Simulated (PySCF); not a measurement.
# Polarisability and C₆ of Co(3+) (cobalt, charge +3)

[Ar] 3d6, high-spin 5D determinant. All numbers are calculated (PySCF 2.14, the spin-free X2C one-electron Hamiltonian (Gaussian nucleus), in aug-cc-pVDZ-DK). Coupled (time-dependent) response in atomic units; α is the mean over directions. A double-zeta set is small for polarisabilities.

```json
{"method": "UHF", "mean α (bohr³)": "1.649", "α xx, yy, zz": "1.718, 1.718, 1.512", "C₆ (like pair)": "3.873", "S(−4)": "0.8234"}
{"method": "PBE", "mean α (bohr³)": "1.879", "α xx, yy, zz": "1.962, 1.962, 1.712", "C₆ (like pair)": "4.408", "S(−4)": "1.320"}
{"method": "PBE0", "mean α (bohr³)": "1.800", "α xx, yy, zz": "1.878, 1.878, 1.643", "C₆ (like pair)": "4.225", "S(−4)": "1.128"}
{"method": "B97-3", "mean α (bohr³)": "1.798", "α xx, yy, zz": "1.881, 1.881, 1.634", "C₆ (like pair)": "4.227", "S(−4)": "1.116"}
```

S(−4) is the Cauchy moment in α(ω) = α(0) + S(−4) ω² + …

α(iu) at PBE:

```csv
u (hartree),α(iu) (bohr³)
0,1.879
0.0500,1.876
0.100,1.866
0.200,1.829
0.300,1.773
0.500,1.629
0.750,1.438
1.00,1.265
1.50,0.9904
2.00,0.7923
3.00,0.5371
5.00,0.2891
```

A single London oscillator, α(iu) = α/(1 + u²/ω²), gives C₆ = (3/4) ω α². Matching the computed C₆ needs ω = 4 × 4.408 / (3 × 1.879²) = 1.66 hartree.

For an ion, C₆ is the dispersion term alone; charge-induced terms of lower order in 1/R come first.

The components differ because the open shell of this determinant is not spherical; for a pure term their mean is the scalar polarisability.
